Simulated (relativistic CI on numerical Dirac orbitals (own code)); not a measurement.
# Pd²⁺ (4d8) in a crystal field

Calculated by Dirac-Coulomb-Breit CI, orbitals from a KLI potential per configuration, model QED, valence Slater integrals scaled by 0.65, one configuration in a parametric crystal field (own radial code).

Field parameters in Wybourne normalisation: D4h B²₀ = −7Ds, B⁴₀ = 21(Dq − Dt), B⁴₄ = 21√(5/14) Dq. The field is a parameter set, without covalency.

S and J are read from ⟨S²⟩ = S(S + 1) and ⟨J²⟩ = J(J + 1) of each level; they are not fictitious spins.

D4h, 10Dq = 28400, Ds = -1500, Dt = 150 cm⁻¹, the lowest 16 levels:

```
E (cm⁻¹)  Degeneracy  Irrep     S     J
     0.0           1     B2  1.00  3.38
     2.1           2      E  1.00  3.38
    7203           1     A1  0.03  3.00
    9632           1     B1  0.03  2.91
   20554           1     A1  0.04  3.28
   25567           1     B1  1.00  3.46
   25890           1     B2  0.99  3.12
   25982           2      E  0.99  3.33
   26450           1     A2  1.00  3.21
   26476           1     A1  0.99  3.36
   28606           2      E  0.99  3.16
   28836           1     B1  1.00  3.15
   32013           1     A2  1.00  2.56
   32121           1     A1  0.99  2.60
   32439           2      E  0.97  2.37
   33056           1     B2  1.00  2.17
```

D4h, 10Dq = 28400, Ds = 3000, Dt = 150 cm⁻¹, the lowest 10 levels:

| E (cm⁻¹) | Degeneracy | Irrep | S | J |
| --- | --- | --- | --- | --- |
| 0.0 | 1 | B2 | 1.00 | 3.38 |
| 2.0 | 2 | E | 1.00 | 3.38 |
| 636 | 1 | A1 | 0.02 | 3.05 |
| 9625 | 1 | B1 | 0.03 | 2.92 |
| 22281 | 1 | A1 | 1.00 | 2.92 |
| 22558 | 2 | E | 1.00 | 2.49 |
| 24104 | 1 | A2 | 0.95 | 3.56 |
| 25070 | 1 | A1 | 0.99 | 2.98 |
| 25510 | 2 | E | 1.00 | 2.87 |
| 26125 | 1 | B2 | 1.00 | 2.80 |

D4h, 10Dq = 28400, Ds = 2590, Dt = 150 cm⁻¹, the lowest 16 levels:

```tsv
E (cm⁻¹)	Degeneracy	Irrep	S	J
0.0	1	B2	1.00	3.38
1.8	2	E	1.00	3.38
2159	1	A1	0.02	3.05
9626	1	B1	0.03	2.92
23466	1	A1	0.99	3.26
23983	2	E	0.99	2.72
24545	1	A2	0.97	3.55
25549	1	A1	0.09	3.19
25862	1	A1	0.98	2.65
26047	2	E	1.00	2.68
26455	1	B2	1.00	2.82
26492	1	B1	0.99	2.97
28471	1	B1	1.00	3.42
28477	2	E	1.00	3.30
29951	1	A2	0.09	3.97
34738	2	E	0.04	3.08
```

D4h, 10Dq = 28400, Ds = 2180, Dt = 150 cm⁻¹, the lowest 10 levels:

| E (cm⁻¹) | Degeneracy | Irrep | S | J |
| --- | --- | --- | --- | --- |
| 0.0 | 1 | B2 | 1.00 | 3.38 |
| 1.7 | 2 | E | 1.00 | 3.38 |
| 3650 | 1 | A1 | 0.02 | 3.04 |
| 9628 | 1 | B1 | 0.03 | 2.92 |
| 23916 | 1 | A1 | 0.39 | 3.33 |
| 24548 | 1 | A1 | 0.82 | 3.43 |
| 24952 | 1 | A2 | 0.98 | 3.54 |
| 25124 | 2 | E | 0.99 | 3.07 |
| 26767 | 1 | B2 | 1.00 | 2.85 |
| 26792 | 1 | B1 | 0.99 | 3.02 |

D4h, 10Dq = 28400, Ds = 1770, Dt = 150 cm⁻¹, the lowest 16 levels:

| E (cm⁻¹) | Degeneracy | Irrep | S | J |
| --- | --- | --- | --- | --- |
| 0.0 | 1 | B2 | 1.00 | 3.38 |
| 1.6 | 2 | E | 1.00 | 3.38 |
| 5095 | 1 | A1 | 0.02 | 3.02 |
| 9629 | 1 | B1 | 0.03 | 2.92 |
| 22627 | 1 | A1 | 0.07 | 3.26 |
| 25050 | 1 | A1 | 0.99 | 3.62 |
| 25334 | 1 | A2 | 0.99 | 3.54 |
| 25834 | 2 | E | 0.99 | 3.26 |
| 27054 | 1 | B2 | 1.00 | 2.88 |
| 27058 | 1 | B1 | 0.99 | 3.08 |
| 28059 | 2 | E | 1.00 | 2.13 |
| 28270 | 1 | A1 | 0.99 | 2.16 |
| 28470 | 2 | E | 1.00 | 3.28 |
| 28471 | 1 | B1 | 1.00 | 3.38 |
| 33130 | 1 | A2 | 0.05 | 3.98 |
| 35525 | 2 | E | 0.04 | 3.05 |

The free-ion ground term has S = 1. Every field shown keeps that spin.

Levels of this model without a field, named by their leading LS term (the scale mimics covalency, so terms lie below those of the real free ion): 3F_4 0, 3F_3 3063, 3F_2 4290, 3P_2 9066, 3P_1 12309, 3P_0 12401, 1D_2 13030, 1G_4 14738 cm⁻¹.
